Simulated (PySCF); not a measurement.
Can point charges reproduce the dipole moment of `[C@@H]1(COC(=O)C[C@H]1Cl)Cl`?

Coordinates (PBE0-D3(BJ)/def2-SVP, Å) and charges (e) from the PBE0/pcSseg-1 density (PySCF):

```json
{"atom": "O1", "x": "-2.538", "y": "0.487", "z": "-1.011", "Mulliken": "-0.3671", "IAO": "-0.4257", "Hirshfeld": "-0.2560", "ESP-fitted": "-0.5573"}
{"atom": "C2", "x": "-1.428", "y": "0.373", "z": "-0.587", "Mulliken": "+0.4972", "IAO": "+0.5248", "Hirshfeld": "+0.2096", "ESP-fitted": "+0.8887"}
{"atom": "C3", "x": "-1.045", "y": "-0.719", "z": "0.394", "Mulliken": "-0.2090", "IAO": "-0.3376", "Hirshfeld": "-0.0904", "ESP-fitted": "-0.3913"}
{"atom": "C4", "x": "0.253", "y": "-0.483", "z": "1.135", "Mulliken": "-0.2542", "IAO": "-0.0968", "Hirshfeld": "-0.0008", "ESP-fitted": "-0.1470"}
{"atom": "Cl5", "x": "0.748", "y": "-1.939", "z": "2.040", "Mulliken": "-0.0605", "IAO": "-0.0930", "Hirshfeld": "-0.0479", "ESP-fitted": "-0.0771"}
{"atom": "C6", "x": "1.320", "y": "-0.012", "z": "0.167", "Mulliken": "-0.2847", "IAO": "-0.1151", "Hirshfeld": "-0.0045", "ESP-fitted": "-0.4331"}
{"atom": "Cl7", "x": "1.660", "y": "-1.249", "z": "-1.082", "Mulliken": "-0.0680", "IAO": "-0.0969", "Hirshfeld": "-0.0403", "ESP-fitted": "-0.0253"}
{"atom": "C8", "x": "0.832", "y": "1.272", "z": "-0.473", "Mulliken": "+0.1760", "IAO": "-0.0642", "Hirshfeld": "+0.0091", "ESP-fitted": "+0.1505"}
{"atom": "O9", "x": "-0.456", "y": "1.191", "z": "-1.043", "Mulliken": "-0.4515", "IAO": "-0.3323", "Hirshfeld": "-0.1074", "ESP-fitted": "-0.4435"}
{"atom": "H10", "x": "-1.889", "y": "-0.869", "z": "1.078", "Mulliken": "+0.1762", "IAO": "+0.1822", "Hirshfeld": "+0.0603", "ESP-fitted": "+0.1556"}
{"atom": "H11", "x": "-0.947", "y": "-1.641", "z": "-0.203", "Mulliken": "+0.1902", "IAO": "+0.1886", "Hirshfeld": "+0.0477", "ESP-fitted": "+0.1831"}
{"atom": "H12", "x": "0.134", "y": "0.309", "z": "1.891", "Mulliken": "+0.1790", "IAO": "+0.1638", "Hirshfeld": "+0.0510", "ESP-fitted": "+0.2190"}
{"atom": "H13", "x": "2.268", "y": "0.177", "z": "0.690", "Mulliken": "+0.1855", "IAO": "+0.1772", "Hirshfeld": "+0.0562", "ESP-fitted": "+0.2541"}
{"atom": "H14", "x": "0.837", "y": "2.068", "z": "0.294", "Mulliken": "+0.1332", "IAO": "+0.1468", "Hirshfeld": "+0.0537", "ESP-fitted": "+0.0984"}
{"atom": "H15", "x": "1.513", "y": "1.576", "z": "-1.279", "Mulliken": "+0.1578", "IAO": "+0.1783", "Hirshfeld": "+0.0592", "ESP-fitted": "+0.1250"}
```

Q: Compute μ = Σ q r for each scheme (1 e·Å = 4.803 D) and compare with the dipole of the full density.

A: The full density gives (2.74, 1.52, 2.33) D, 3.91 D in size; dipole vectors point from the negative to the positive end.

```tsv
scheme	μx	μy	μz	size (D)	share of the full size (%)	angle to the full dipole (°)
Mulliken	2.29	1.53	2.18	3.51	90	4
IAO	3.21	1.45	2.68	4.43	113	4
Hirshfeld	2.41	0.70	1.36	2.86	73	14
ESP-fitted	2.80	1.63	2.40	4.03	103	1
```

Q: Which set comes closest?

A: Length of the difference vector: ESP-fitted 0.14 D, Mulliken 0.48 D, IAO 0.59 D, Hirshfeld 1.32 D. Closest: ESP-fitted. The schemes that divide the density aren't constrained to reproduce the dipole.

Q: What is left for the Hirshfeld atoms' own dipoles?

A: The shares of the density sum to the whole, so what Σ q r misses lies in dipoles about the nuclei. The atomic dipoles sum to (2.74, 1.52, 2.33) − (2.41, 0.70, 1.36) = (0.33, 0.82, 0.97) D, 1.32 D in size.

Q: With the origin at the mean of the coordinates, (0.084, 0.036, 0.134) Å, which are the largest single terms, by size, of the IAO dipole along the direction of the full one?

A: O1 +4.80, C2 -3.43, H13 +1.63, C3 +1.51, H11 -1.43 D; all 15 atoms together +4.42 D. The single terms depend on the origin, their sum doesn't.

Q: Give the size of the full dipole in other units.

A: 3.91 D = 1.538 au = 0.814 e·Å = 13.04 × 10⁻³⁰ C·m.

Isolated species at its PBE0-D3(BJ)/def2-SVP geometry (one conformer only).
